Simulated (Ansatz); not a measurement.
GeNH₅⁺, that is Ge(NH2)H3 with one electron fewer. The state is a doublet with charge 1. Geometry r2SCAN-D4/def2-TZVP, that of the neutral singlet; atoms count from 1.

```xyz
7

Ge    0.280    0.568   -0.288
N    -0.367   -0.818    0.746
H     0.054   -1.710    0.514
H    -1.372   -0.928    0.670
H     1.793    0.625   -0.046
H    -0.406    1.845    0.209
H     0.019    0.418   -1.804
```

(1) Estimate the Mulliken populations from the PBE0/def2-TZVP orbitals of Ansatz.

(2) Where does the spin sit?

(3) And the Mayer bond orders between heavy atoms (over 0.3)?

Answers

(1) 
```json
{"atom": "Ge1", "charge (e)": "0.11", "spin (α − β)": "-0.04"}
{"atom": "N2", "charge (e)": "-0.22", "spin (α − β)": "0.86"}
{"atom": "H3", "charge (e)": "0.33", "spin (α − β)": "-0.02"}
{"atom": "H4", "charge (e)": "0.33", "spin (α − β)": "-0.02"}
{"atom": "H5", "charge (e)": "0.14", "spin (α − β)": "0.01"}
{"atom": "H6", "charge (e)": "0.14", "spin (α − β)": "0.01"}
{"atom": "H7", "charge (e)": "0.18", "spin (α − β)": "0.18"}
```
Mulliken values depend strongly on the basis.

(2) Summed by element: Ge -0.04, N 0.86, H 0.17, of 1 unpaired in all. Largest on single atoms: N2 0.86, H7 0.18, Ge1 -0.04.

(3) Ge1–N2 0.90 (1.85 Å).
